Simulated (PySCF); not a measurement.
Two-component Hartree-Fock for Re⁷⁴⁺ (rhenium, charge +74)

Start: 1s1; 1s1/2 filled at m_j = +1/2. Calculated with PySCF 2.14 in an uncontracted even-tempered set (15 s from 260 bohr⁻², ratio 2.4; 11 p from 330 bohr⁻², ratio 2.4; 3 d from 1000 bohr⁻², ratio 2.6; 3 f from 1500 bohr⁻², ratio 2.6): generalised Hartree-Fock with the X2C-1e Hamiltonian and a Gaussian nucleus; one run each with spin-orbit coupling (SO) switched off, then screened by Boettger's factors.

| spinor shell | electrons | ε, spin-free (eV) | ε, screened SO (eV) | weight of nominal j (screened SO) | rms radius, screened SO (bohr) |
| --- | --- | --- | --- | --- | --- |
| 1s1/2 | 1 | -83293.6 | -83293.6 | 1.000 | 0.0201 |

| quantity | spin-free | screened SO |
| --- | --- | --- |
| E (hartree) | -3060.98301 | -3060.98301 |
| M_J | 1/2 | 1/2 |
| ⟨J²⟩ | 0.750 | 0.750 |
| ⟨L²⟩ | 0.000 | 0.000 |
| ⟨S²⟩ | 0.750 | 0.750 |

Breit and QED terms are absent; they matter most for the inner s and p1/2 levels.

Densities and radii are taken from the X2C orbitals without a picture-change correction, which distorts them close to the nucleus.

Without spin-orbit coupling the j labels of p, d and f shells carry no meaning; the spin-free column gives the mean over the occupied spinors of each nl shell.
